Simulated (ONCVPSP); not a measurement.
## PBE ONCV dataset for palladium, scalar-relativistic all-electron reference.

palladium, optimised norm-conserving Vanderbilt (ONCV), made with ONCVPSP 4.0.1 (PBE, scalar-relativistic). Core [Ar] 3d10, reference 4s2 4p6 4d7 (charge +3). Waves: 4s: rc 1.60 bohr, ncon 3, nbas 7, qcut 6.7 1/bohr, 2 projectors, debl 1.9 Ha; 4p: rc 1.70 bohr, ncon 4, nbas 8, qcut 9.9 1/bohr, 2 projectors, debl 3.8 Ha; 4d: rc 1.55 bohr, ncon 5, nbas 9, qcut 11 1/bohr, 2 projectors, debl 0.7 Ha. Local part: polynomial inside 1.25 bohr (lpopt 3, dvloc0 4 Ha). Core correction: Teter function fitted to the true core (icmod 2), fcfact 0.45.

In the s channel the program set the typed energies aside and used -4.633, 0.050 Ha. In the p channel the program set the typed energies aside and used -3.360, 0.050 Ha. In the d channel the program set the typed energies aside and used -1.530, 0.250 Ha.

All-electron outer shells of the reference configuration (PBE, scalar-relativistic, ld1.x):

```
shell  level (eV)  outermost node (bohr)  outermost maximum (bohr)
   4s     -126.08                   0.45                      0.85
   4p      -91.44                   0.46                      0.90
   4d      -41.64                   0.45                      1.06
```

Calculated quality:

```
Cutoffs needed             : 32 Ha and 38 Ha (the cutoffs (Ha) at which the residual kinetic energy of the hardest occupied pseudo-wave falls to 1 and 0.1 mHa per electron)
Ghost test                 : no bound ghost flagged; no localised positive-energy state flagged
Configuration tests        : 1 of 4 tests not solved or not reliable
rms error of d²Exc/dni dnj : 5.10 mHa without and 2.44 mHa with the model core
```

Generation and tests took about 4.7 s on one core of a shared server CPU.
